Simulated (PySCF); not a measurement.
# Simulated characterisation data

- NMR shieldings at PBE0/pcSseg-1/GIAO
- geometry from GFN2-xTB
- run in PySCF 2.14
- relativity neglected, in vacuum, rapidly exchanging positions averaged, one computed conformer

Referencing at the same level of theory: $^{1}$H (σ = 31.72 ppm) and $^{13}$C (σ = 186.93 ppm) against TMS. Where no couplings were computed, multiplicities follow the n + 1 count of equivalent neighbours, and m marks all less simple cases (inequivalent or close neighbours, rings, F or P nearby). Shifts are as computed. Against solution values, carbons near 30 ppm lie about +3 ppm off and those near 130 ppm about +5 ppm (rms about the fit 2.1 ppm; single classes can miss by 10 ppm). Of 1328 compounds with measured shifts, 309 miss one by over three times the rms of a fit or turn the order of signals round; such compounds aren't used in these exercises. Signals without a measured value on file couldn't be tested in this way; 1H shifts scatter by 0.2 ppm about their fit, and single ones miss by 0.5 ppm.

Compound 1 (C₅H₈N₂Si). $^{1}$H NMR (400 MHz, computed): δ 7.94 (m, 1H), 7.14 (m, 1H), 6.74 (m, 1H), 6.18 (m, 1H), 5.49 (m, 1H), 5.02 (s, 3H). $^{13}$C{$^{1}$H} NMR (computed): δ 144.6 (CH), 139.9 (C), 136.0 (CH), 130.5 (CH), 117.1 (CH2). Structure: `InChI=1S/C5H8N2Si/c1-2-5-3-6-4-7(5)8/h2-4H,1H2,8H3`.

Compound 2 (C₄H₆N₂). $^{1}$H NMR (400 MHz, computed): δ 7.69 (t, 1H), 3.72 (s, 3H), 3.20 (d, 2H). $^{13}$C{$^{1}$H} NMR (computed): δ 157.1 (CH), 120.0 (C), 50.5 (CH3), 27.5 (CH2). Structure: `InChI=1S/C4H6N2/c1-6-4-2-3-5/h4H,2H2,1H3/b6-4+`.
